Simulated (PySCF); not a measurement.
Se(Br)(NH2) (BrH2NSe), SMILES N[Se]Br.

The structure is a stationary point at r2SCAN-D4/def2-SVP. The values are those of a single conformer.

Computed with TDDFT-B3LYP/def2-SVPD run with PySCF 2.14.0.

Vertical excitations. The molecule is in vacuum. State labels are in the subgroup Cs.

```json
[
 {"state": "S1", "symmetry": "A\"", "energy (eV)": "2.73", "λ (nm)": "453", "f": "0.001", "main pairs": "HOMO→LUMO 100 %"},
 {"state": "S2", "symmetry": "A'", "energy (eV)": "4.27", "λ (nm)": "290", "f": "0.007", "main pairs": "HOMO−1→LUMO 93 %"},
 {"state": "S3", "symmetry": "A\"", "energy (eV)": "4.58", "λ (nm)": "271", "f": "0.000", "main pairs": "HOMO→LUMO+1 93 %"},
 {"state": "S4", "symmetry": "A\"", "energy (eV)": "4.79", "λ (nm)": "259", "f": "0.000", "main pairs": "HOMO−3→LUMO 94 %"},
 {"state": "S5", "symmetry": "A'", "energy (eV)": "5.42", "λ (nm)": "229", "f": "0.156", "main pairs": "HOMO−2→LUMO 76 %, HOMO−1→LUMO+1 14 %"},
 {"state": "S6", "symmetry": "A\"", "energy (eV)": "5.83", "λ (nm)": "213", "f": "0.003", "main pairs": "HOMO→LUMO+2 98 %"},
 {"state": "S7", "symmetry": "A'", "energy (eV)": "6.20", "λ (nm)": "200", "f": "0.076", "main pairs": "HOMO−1→LUMO+1 56 %, HOMO−2→LUMO+1 37 %"},
 {"state": "S8", "symmetry": "A'", "energy (eV)": "6.57", "λ (nm)": "189", "f": "0.076", "main pairs": "HOMO−2→LUMO+1 55 %, HOMO−1→LUMO+1 25 %, HOMO→LUMO+4 10 %"},
 {"state": "S9", "symmetry": "A\"", "energy (eV)": "6.65", "λ (nm)": "187", "f": "0.044", "main pairs": "HOMO→LUMO+3 96 %"},
 {"state": "S10", "symmetry": "A\"", "energy (eV)": "6.70", "λ (nm)": "185", "f": "0.002", "main pairs": "HOMO−3→LUMO+1 97 %"},
 {"state": "T1", "symmetry": "A\"", "energy (eV)": "2.10", "λ (nm)": "590", "f": "0", "main pairs": "HOMO→LUMO 99 %"},
 {"state": "T2", "symmetry": "A'", "energy (eV)": "3.66", "λ (nm)": "338", "f": "0", "main pairs": "HOMO−1→LUMO 99 %"},
 {"state": "T3", "symmetry": "A'", "energy (eV)": "3.98", "λ (nm)": "311", "f": "0", "main pairs": "HOMO−2→LUMO 98 %"},
 {"state": "T4", "symmetry": "A\"", "energy (eV)": "4.04", "λ (nm)": "307", "f": "0", "main pairs": "HOMO→LUMO+1 93 %"}
]
```
Triplets are in the Tamm–Dancoff approximation, which puts them higher than full response would, so one can lie above its singlet here.
